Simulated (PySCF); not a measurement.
A single-point calculation

Pb2OF2 (singlet). PySCF 2.14.0, RKS B3LYP, Pb def2-SVP with ECP60, O def2-SVP, F def2-SVP; non-relativistic Hamiltonian with scalar-relativistic core potentials where named; density fitting; no spin-orbit coupling. Purpose: singlet excitations, Tamm-Dancoff B3LYP.

```python
mol = gto.M(atom='''
Pb     0.25026     0.60225     2.03640
Pb     0.25026     0.60225    -2.03640
O      0.41682     1.00308     0.00000
F     -0.54096    -1.30184     1.96713
F     -0.54096    -1.30184    -1.96713''',
    basis={'Pb': 'def2-SVP', 'O': 'def2-SVP', 'F': 'def2-SVP'},
    ecp={'Pb': 'def2-SVP'},
    charge=0, spin=0)
mf = dft.RKS(mol, xc='B3LYP')
mf.grids.atom_grid = (50, 194)
mf = mf.density_fit()  # fitting sets: Pb def2-universal-JKFIT, O def2-universal-JKFIT, F def2-universal-JKFIT
mf.conv_tol = 1e-08; mf.max_cycle = 55
mf.kernel(dm0)  # dm0: converged density of the relaxed state
td = mf.TDA(); td.nstates = 8; td.kernel()
```

Run from Python with OMP_NUM_THREADS=2; the lines above give its settings. Where DIIS fails, smearing, a level shift and second-order steps follow.
It took 35 s on 2 threads of Arm Neoverse N1, on a shared host, from an already converged density.

Question: Where do the frontier levels lie, over both spins?

Answer: HOMO -7.14 eV, LUMO -2.60 eV. 

Question: What are the Mulliken charges and spins?

Answer: 
| atom | charge (e) | spin (e) |
| --- | --- | --- |
| Pb1 | 0.831 | 0.000 |
| Pb2 | 0.831 | 0.000 |
| O3 | -0.724 | 0.000 |
| F4 | -0.469 | 0.000 |
| F5 | -0.469 | 0.000 |

Question: Which singlet excitations follow (Tamm-Dancoff, 8 states)?

Answer: 
```csv
state,eV,oscillator strength
1,3.76,0.0000
2,3.77,0.0542
3,4.17,0.0011
4,4.25,0.0000
5,4.38,0.0978
6,4.98,0.0000
7,5.11,0.0106
8,5.22,0.0009
```
Functionals without range separation put charge-transfer states too low; the basis has no diffuse functions.

The geometry was relaxed with PBE0 (Pb def2-SVP with ECP60, O def2-SVP, F def2-SVP).
